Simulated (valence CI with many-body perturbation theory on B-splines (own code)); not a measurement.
Results of a calculation; reference values are marked as such.
## Level structure of Yb¹⁹⁺

Level of theory: relativistic CI+MBPT: five valence electrons over a frozen Dirac-Fock core [Kr] 4d10, radial functions for each j: 7 s, 7 p, 7 d, 7 f, 4 g, 2 h, with the one-electron correlation potential Σ1 (screened to all orders), the two-electron term Σ2, the three-electron term Σ3, Breit, model QED; selected single and double excitations, second order for the rest (own B-spline code, finite nucleus).

No measured spectrum was set against this ion. As an estimate, terms of the open shell hold to a few per cent of their energy, and close levels can change places. Core correlation moves these levels by up to 2600 cm⁻¹, and in measured spectra 5 to 20 % of such shifts remained as error; rates that hang on mixing are uncertain with them. Among the levels kept, up to 880 cm⁻¹ of a level comes from second order outside the variational space, and about a tenth of that is noise between levels of different J, which matters for small intervals. Only levels of the ground parity were solved; by the run's estimate the other parity begins above the list, which can be wrong where configurations are misplaced.

Levels 1 to 45 of 51, with energies above the lowest level, 4f⁵ ⁶H°_5/2. "Leading %" is the weight of the configuration and term that name the level; weights of strongly mixed levels are sums over their largest components and can fall short. In the jj column 3d3/2^4 stands for four electrons in 3d with j = 3/2.

```tsv
No.	Configuration	Term	J	E (eV)	Leading %	Second component	g	Leading jj
1	4f⁵	⁶H°	5/2	0.0000	84	14 % 4f⁵ ⁴G°	0.338	4f5/2^4 4f7/2 (32 %)
2	4f⁵	⁶H°	7/2	0.6467	90	9 % 4f⁵ ⁴G°	0.840	4f5/2^4 4f7/2 (54 %)
3	4f⁵	⁶H°	9/2	1.303	93	4 % 4f⁵ ⁴G°	1.069	4f5/2^3 4f7/2^2 (62 %)
4	4f⁵	⁶H°	11/2	1.933	93		1.191	4f5/2^3 4f7/2^2 (44 %)
5	4f⁵	⁶F°	1/2	2.085	90	9 % 4f⁵ ⁴D°	-0.601	4f5/2^3 4f7/2^2 (47 %)
6	4f⁵	⁶F°	3/2	2.101	83	8 % 4f⁵ ⁴F°	1.021	4f5/2^4 4f7/2 (56 %)
7	4f⁵	⁶F°	5/2	2.216	74	13 % 4f⁵ ⁴F°	1.243	4f5/2^3 4f7/2^2 (40 %)
8	4f⁵	⁶H°	13/2	2.522	88	9 % 4f⁵ ⁴I°	1.261	4f5/2^2 4f7/2^3 (40 %)
9	4f⁵	⁶F°	7/2	2.752	82	10 % 4f⁵ ⁴F°	1.362	4f5/2^3 4f7/2^2 (45 %)
10	4f⁵	⁶H°	15/2	3.046	80	16 % 4f⁵ ⁴I°	1.300	4f5/2^2 4f7/2^3 (36 %)
11	4f⁵	⁶F°	9/2	3.397	88	6 % 4f⁵ ⁴F°	1.411	4f5/2^3 4f7/2^2 (43 %)
12	4f⁵	⁶F°	11/2	4.063	90	9 % 4f⁵ ⁴G°	1.433	4f5/2^2 4f7/2^3 (41 %)
13	4f⁵	⁴G°	5/2	4.472	34	17 % 4f⁵ ²F°	0.842	4f5/2^5 (38 %)
14	4f⁵	⁴M°	15/2	5.018	55	18 % 4f⁵ ²L°	0.911	4f5/2^4 4f7/2 (68 %)
15	4f⁵	⁴F°	3/2	5.056	86	10 % 4f⁵ ⁶F°	0.484	4f5/2^3 4f7/2^2 (59 %)
16	4f⁵	⁴I°	9/2	5.571	82	11 % 4f⁵ ²H°	0.767	4f5/2^3 4f7/2^2 (48 %)
17	4f⁵	⁴G°	7/2	5.628	54	20 % 4f⁵ ⁴F°	1.060	4f5/2^3 4f7/2^2 (37 %)
18	4f⁵	⁴L°	13/2	5.643	36	30 % 4f⁵ ⁴K°	0.942	4f5/2^4 4f7/2 (50 %)
19	4f⁵	⁴K°	11/2	5.655	46	42 % 4f⁵ ⁴I°	0.886	4f5/2^4 4f7/2 (43 %)
20	4f⁵	⁴M°	17/2	6.084	73	15 % 4f⁵ ⁴L°	0.998	4f5/2^3 4f7/2^2 (90 %)
21	4f⁵	⁴P°	5/2	6.131	29	22 % 4f⁵ ⁶P°	1.387	4f5/2^4 4f7/2 (47 %)
22	4f⁵	⁴M°	15/2	6.590	26	26 % 4f⁵ ⁴K°	1.040	4f5/2^3 4f7/2^2 (58 %)
23	4f⁵	⁴G°	9/2	6.703	63	19 % 4f⁵ ⁴H°	1.141	4f5/2^3 4f7/2^2 (64 %)
24	4f⁵	⁴F°	5/2	6.773	64	20 % 4f⁵ ⁴G°	0.977	4f5/2^2 4f7/2^3 (53 %)
25	4f⁵	⁴M°	19/2	6.821	78	13 % 4f⁵ ⁴L°	1.070	4f5/2^3 4f7/2^2 (52 %)
26	4f⁵	²P°	1/2	6.871	56	36 % 4f⁵ ⁴D°	0.366	4f5/2^4 4f7/2 (56 %)
27	4f⁵	⁶P°	3/2	6.951	53	31 % 4f⁵ ⁴P°	1.987	4f5/2^3 4f7/2^2 (72 %)
28	4f⁵	⁴L°	13/2	7.111	50	34 % 4f⁵ ⁴I°	0.940	4f5/2^3 4f7/2^2 (51 %)
29	4f⁵	⁴L°	15/2	7.194	44	17 % 4f⁵ ⁴I°	1.038	4f5/2^3 4f7/2^2 (72 %)
30	4f⁵	⁴M°	21/2	7.289	78	19 % 4f⁵ ²N°	1.118	4f5/2^3 4f7/2^2 (50 %)
31	4f⁵	⁴I°	11/2	7.345	52	39 % 4f⁵ ⁴K°	0.893	4f5/2^2 4f7/2^3 (56 %)
32	4f⁵	⁴H°	11/2	7.451	44	38 % 4f⁵ ⁴G°	1.154	4f5/2^3 4f7/2^2 (43 %)
33	4f⁵	⁴D°	7/2	7.624	35	18 % 4f⁵ ⁶P°	1.269	4f5/2^3 4f7/2^2 (51 %)
34	4f⁵	⁴K°	13/2	7.684	45	27 % 4f⁵ ²K°	0.994	4f5/2^3 4f7/2^2 (67 %)
35	4f⁵	⁴L°	17/2	7.700	53	14 % 4f⁵ ⁴K°	1.059	4f5/2^2 4f7/2^3 (50 %)
36	4f⁵	⁴H°	7/2	7.753	53	20 % 4f⁵ ²G°	0.859	4f5/2^4 4f7/2 (39 %)
37	4f⁵	²G°	9/2	7.836	23	22 % 4f⁵ ⁴G°	1.118	4f5/2^4 4f7/2 (49 %)
38	4f⁵	⁴F°	7/2	8.042	47	20 % 4f⁵ ⁶P°	1.290	4f5/2^2 4f7/2^3 (44 %)
39	4f⁵	⁶P°	5/2	8.072	47	22 % 4f⁵ ⁴D°	1.514	4f5/2^3 4f7/2^2 (47 %)
40	4f⁵	⁴D°	3/2	8.142	64	18 % 4f⁵ ⁶P°	1.399	4f5/2^2 4f7/2^3 (63 %)
41	4f⁵	⁴K°	17/2	8.307	50	30 % 4f⁵ ²L°	1.098	4f5/2^2 4f7/2^3 (65 %)
42	4f⁵	⁴H°	13/2	8.314	67	15 % 4f⁵ ⁴I°	1.175	4f5/2^3 4f7/2^2 (55 %)
43	4f⁵	⁴H°	9/2	8.348	58	15 % 4f⁵ ⁴G°	1.002	4f5/2^2 4f7/2^3 (53 %)
44	4f⁵	⁴G°	7/2	8.464	73	11 % 4f⁵ ⁴H°	0.965	4f5/2^3 4f7/2^2 (54 %)
45	4f⁵	⁴K°	15/2	8.643	57	28 % 4f⁵ ⁴L°	1.050	4f5/2^2 4f7/2^3 (92 %)
```

Names give the largest LS component (configuration and term), which can be under half, so a name can repeat, a term be missing and a line seem to break the LS rules; names also repeat where a configuration has a term twice.

Where two levels of one J and parity lie close, their mixing, g and order are uncertain.

The ionisation energy to 4f⁴ ⁵I4 of the next ion comes out as 487.76 eV (NIST: 505 ± 25 eV (theoretical)). All 51 levels together are meant to be complete up to 9.034 eV.
